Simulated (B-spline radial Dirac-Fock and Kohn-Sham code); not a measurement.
# Satellites and hypersatellites of the K lines of Ge³⁺

System: Ge³⁺, configuration [Ar] 3d10 4s1.

These are calculated numbers from a radial finite-basis atomic code; the model is Dirac-Fock ΔSCF + Breit + QED. Each two-hole energy is an average over J within one jj subconfiguration, not an observable level; in light atoms, where LS coupling holds, the j-resolved values are not observed lines, and for a K spectator the Kα1 hypersatellite is nearly forbidden. Correlation energy is missing from these numbers.

Lines without a spectator: Kα2 (K-L2) 9854.9 eV, Kα1 (K-L3) 9886.2 eV, Kβ3 (K-M2) 10976.3 eV, Kβ1 (K-M3) 10980.6 eV. Shifts in eV with one spectator hole (a dash: not computed, or left out as unreliable):

```tsv
spectator hole	Kα2	Kα1	Kβ3	Kβ1
K (1s)	+342.8	+346.9	+429.1	+429.8
L2 (2p1/2)	+33.5	+41.2	–	+89.9
L3 (2p3/2)	+37.0	+35.8	+85.5	–
M2 (3p1/2)	–	+3.31	+6.97	+9.05
M3 (3p3/2)	+2.90	–	+8.34	+7.83
M4 (3d3/2)	-0.05	-1.15	–	–
M5 (3d5/2)	-1.26	-0.54	–	–
```

With n spectator holes in 2p, averaged over the 2p shell (energies in eV):

```csv
n,KαLⁿ,step,hypersatellite KαʰLⁿ
0,9875.7,–,10221.3
1,9913.2,+37.4,10259.9
2,9951.6,+38.5,10299.6
3,9991.2,+39.5,10340.4
4,10031.8,+40.6,10382.3
5,10073.6,+41.8,10425.4
```
